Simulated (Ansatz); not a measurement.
A series at B: from `CB(C)C`, ligands are replaced one by one, each step taking up H–F and setting free CH₄; n counts the steps. Ansatz, PBE0-D4/def2-TZVP geometries.

CBS adds triple-zeta CCSD(T) − MP2 to the MP2 limit, frozen cores; atoms without spin–orbit coupling. 

```
n  molecule  atomization energy, CCSD(T)/CBS (kJ/mol)
0  `CB(C)C`                                    5021.3
1  `CB(C)F`                                    4009.4
2  `CB(F)F`                                         ?
3  `FB(F)F`                                    1960.8
```

Task: By hand: fit a straight line y = ȳ + b (n − n̄) to the 3 given rows and predict n = 2.

Result: n̄ = 1.333, ȳ = 3663.83; Σ(n − n̄)(y − ȳ) = -4763.53, Σ(n − n̄)² = 4.667, so b = -1020.68 kJ/mol a step. Prediction: 3663.83 + (-1020.68) × (0.667) = 2983.0 kJ/mol.

Task: By hand: compare with the computed value, 2998.1 kJ/mol, and give the steps along the whole series.

Result: The line misses by 15.1 kJ/mol (computed minus predicted). Steps: -1011.9, -1011.3, -1037.3 kJ/mol.

The steps differ by up to 26.0 kJ/mol, small against a whole step but well beyond the method's doubt, so the ligands' effects don't simply add. The miss is 0.5 % of the series' range. The energies themselves are unsure by some kJ/mol a bond, though much of that is common to the series.
